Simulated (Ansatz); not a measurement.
Two isomers of C6H12O2: A = `CC(C)OCC1CO1`, B = `COC(=O)C(C)(C)C`.

Calculated with Ansatz (gas phase, PBE0-D4/def2-TZVP geometries, no zero-point term in ΔE). CCSD(T)/CBS is the MP2 limit (def2-TZVPP, def2-QZVPP) plus CCSD(T) − MP2 in def2-TZVPP, frozen cores. Functionals use def2-TZVPP. B3LYP here is the variant with VWN-RPA as its local correlation; programs differ in this. Each species was taken in one conformer, which may not be the lowest.

**Question.** Which is lower in electronic energy at CCSD(T)/CBS, and by how much? (Estimate.)

**Answer.** The calculation gave: B, by 199.5 kJ/mol.

**Question.** Give E(B) − E(A) in kJ/mol with B3LYP-D4, CCSD(T)/def2-SVP, CCSD(T)/def2-TZVPP, BLYP-D4, ωB97M-V, r2SCAN-D4, HF/def2-TZVPP. (Best estimate.)

**Answer.** Computed: B3LYP-D4 -204.0, CCSD(T)/def2-SVP -223.0, CCSD(T)/def2-TZVPP -202.5, BLYP-D4 -206.7, ωB97M-V -199.5, r2SCAN-D4 -201.4, HF/def2-TZVPP -208.7. None reverses the order clearly.

Largest T1 diagnostic: 0.013.

Leaving LDA and LC-ωPBE aside and taking each functional with its dispersion term where it has one, the values, not all of them listed here, spread over 15.4 kJ/mol, from BLYP-D4 to HSE06-D4. The D4 term adds −6.5 kJ/mol with B3LYP and −3.3 kJ/mol with PBE0; it sums over pairs of atoms, weighted by their polarisabilities, and B3LYP, whose exchange is more repulsive, gets the larger term.
